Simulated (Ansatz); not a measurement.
Species: H$_{5}$S (charge -1, singlet). Whether it binds its extra electron was not tested at this geometry. 
Geometry from a B3LYP-D3(BJ)/def2-TZVP (Ansatz, a first-principles code) optimisation:
SMILES: [H][S@OH20-]([H])([H])([H])[H]
```xyz
6

S      0.0899     0.0003    -0.0004
H     -1.2274    -0.0039     0.0053
H     -0.0580     1.6402     0.0203
H     -0.0478    -1.6406    -0.0199
H     -0.0457    -0.0202     1.6406
H     -0.0601     0.0199    -1.6402
```
Charge -1, spin multiplicity 1.

Task: Give the harmonic wavenumbers at B3LYP-D3(BJ)/def2-TZVP (Ansatz, finite differences of forces, unscaled).

Result: 457, 457, 660, 1000, 1038, 1038, 1049, 1191, 1191, 1420, 1458, 2801 cm⁻¹. Zero-point energy 19.7 kcal/mol.

Task: From these and the geometry, give the ideal-gas thermochemistry at 298.15 K and 1 atm (rigid rotor, harmonic oscillator).

Result: Point group C4v, rotational symmetry number 4. Rotational constants 70.59, 70.59, 46.57 GHz. S(trans) 36.76, S(rot) 15.12, S(vib) 2.36, S(elec, spin only) 0.00, S 54.2 cal/(mol K). H(298) - H(0) 2.89 kcal/mol; G - E(el) 6.4 kcal/mol.
